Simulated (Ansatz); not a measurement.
`[SiH3][GeH2][SiH2][SiH2][GeH3]` + `[SiH3][SiH3]` → `[SiH3][SiH2][SiH2][SiH2][GeH2][SiH3]` + GeH₄  (formal exchange of groups at the Si–Ge bond)

Calculated with Ansatz (gas phase, PBE0-D4/def2-TZVP geometries, no zero-point term in ΔE). CBS: MP2 limit from def2 TZ/QZ plus the TZ coupled-cluster correction, frozen cores. For Ge outer-core shells are correlated without core-valence functions, which leaves a few kJ/mol of doubt a bond. Scalar relativity is left out up to krypton. One conformer a species, not always the lowest.

`[SiH3][GeH2][SiH2][SiH2][GeH3]`:

```xyz
17

Si    1.072   -2.440   -0.132
Ge   -0.546   -1.278   -1.432
Si   -1.920    0.061   -0.019
Si   -0.533    1.255    1.433
Ge    1.132    2.405    0.179
H     0.389   -3.272    0.894
H     1.915   -3.321   -0.984
H     1.949   -1.459    0.560
H    -1.403   -2.277   -2.233
H     0.175   -0.364   -2.441
H    -2.733    1.004   -0.835
H    -2.846   -0.820    0.746
H    -1.308    2.227    2.252
H     0.137    0.296    2.355
H     2.063    3.215    1.095
H     0.474    3.369   -0.824
H     1.983    1.397   -0.613
```

`[SiH3][SiH3]`:

Z-matrix (Å, degrees):
```
Si
Si 1 2.338
H 1 1.488 2 110.3
H 1 1.488 2 110.3 3 120.0
H 1 1.488 2 110.3 3 -120.0
H 2 1.488 1 110.3 3 59.9
H 2 1.488 1 110.3 3 179.9
H 2 1.488 1 110.3 3 -60.1
```

`[SiH3][SiH2][SiH2][SiH2][GeH2][SiH3]`:

```xyz
20

Si   -1.508    1.170   -1.854
Si   -0.366   -0.866   -1.984
Si   -0.986   -2.207   -0.173
Si   -0.622   -1.018    1.806
Ge    1.584   -0.112    1.833
Si    1.768    1.971    0.694
H    -2.957    0.940   -2.104
H    -0.998    2.153   -2.847
H    -1.358    1.748   -0.491
H     1.103   -0.628   -1.914
H    -0.668   -1.537   -3.280
H    -2.422   -2.585   -0.294
H    -0.172   -3.455   -0.148
H    -0.806   -1.909    2.986
H    -1.605    0.095    1.910
H     2.026    0.104    3.294
H     2.559   -1.129    1.207
H     0.771    2.930    1.238
H     1.527    1.803   -0.763
H     3.132    2.532    0.886
```

GeH₄:

Z-matrix (Å, degrees):
```
Ge
H 1 1.534
H 1 1.534 2 109.5
H 1 1.534 2 109.5 3 -120.0
H 1 1.534 2 109.5 3 120.0
```

```json
{"species": "`[SiH3][GeH2][SiH2][SiH2][GeH3]`", "CCSD(T)/CBS(def2) energy (Eh)": "-5026.67672"}
{"species": "`[SiH3][SiH3]`", "CCSD(T)/CBS(def2) energy (Eh)": "-581.74359"}
{"species": "`[SiH3][SiH2][SiH2][SiH2][GeH2][SiH3]`", "CCSD(T)/CBS(def2) energy (Eh)": "-3529.92258"}
{"species": "GeH₄", "CCSD(T)/CBS(def2) energy (Eh)": "-2078.49493"}
```

(1) Work out ΔE.

Largest T1 diagnostic among the species: 0.013.

Results:

(1) ΔE = (-3529.92258) + (-2078.49493) − (-5026.67672) − (-581.74359) = 0.00280 Eh = +1.8 kcal/mol.

The D4 term adds −2.7 kcal/mol with B3LYP and −1.7 kcal/mol with PBE0; it sums over pairs of atoms, weighted by their polarisabilities, and B3LYP, whose exchange is more repulsive, gets the larger term. At CCSD(T), def2-SVP lies −1.1 kcal/mol from the extrapolated value and def2-TZVPP +0.1 kcal/mol. In def2-TZVPP, CCSD(T) changes the Hartree–Fock value by −2.8 kcal/mol (the triples alone add −0.6 kcal/mol) and MP2 by −2.5 kcal/mol.

B3LYP here is the variant with VWN-RPA as its local correlation; programs differ in this.
